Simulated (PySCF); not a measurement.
## Stretching SiSb⁺

Set-up: Si cc-pV(D+d)Z, Sb cc-pVDZ-PP with ECP28; scalar-relativistic core potentials (PySCF 2.14). Energies in eV from Si⁺ + Sb in their ground configurations at the same level. State: ³Σ⁻ (triplet), unpaired electrons π ↑↑.

All columns are LDA. A positive dipole points towards Sb; it is taken about the centre of mass and depends on that origin.

| R (Å) | E (eV) | μ (D) | Mulliken charge on Si (basis-dependent) | HOMO (eV) | LUMO (eV) | Mayer bond order | ⟨S²⟩ |
| --- | --- | --- | --- | --- | --- | --- | --- |
| 2.182 | -2.783 | -2.16 | 0.37 | -11.48 | -11.94 | 1.80 | 2.00 |
| 2.283 | -3.338 | -2.48 | 0.41 | -11.50 | -11.65 | 1.80 | 2.00 |
| 2.385 | -3.646 | -2.80 | 0.43 | -11.50 | -11.38 | 1.80 | 2.00 |
| 2.461 | -3.759 | -3.05 | 0.45 | -11.48 | -11.20 | 1.80 | 2.00 |
| 2.537 | -3.795 | -3.30 | 0.47 | -11.45 | -11.04 | 1.80 | 2.00 |
| 2.613 | -3.774 | -3.55 | 0.48 | -11.42 | -10.88 | 1.80 | 2.00 |
| 2.715 | -3.680 | -3.87 | 0.50 | -11.36 | -10.70 | 1.79 | 2.00 |
| 2.841 | -3.489 | -4.27 | 0.52 | -11.26 | -10.50 | 1.79 | 2.00 |
| 2.994 | -3.197 | -4.73 | 0.53 | -11.13 | -10.29 | 1.78 | 2.00 |
| 3.197 | -2.768 | -5.31 | 0.54 | -10.92 | -10.08 | 1.76 | 2.00 |

A fit through these points gives, at Re = 2.544 Å, μ = -3.32 D and dμ/dR = -3.26 D/Å; the reduced mass is 22.72 u.

Problem. How strong is the fundamental in the double-harmonic approximation, I = 42.26·(dμ/dR)²/μred km/mol?

Solution. I = 42.26·(-3.26)²/22.72 = 19.8 km/mol at LDA.

Spin–orbit coupling is left out, which matters for elements this heavy, above all for dissociation energies. For an ion De counts to the pair picked by the measured ionisation energies or electron affinities, which need not be the lowest pair at this level. The state is the lowest determinant that a PBE0 search found; another state may lie lower at other levels.

At some distances an empty level lies below a filled one, because the occupation is held.
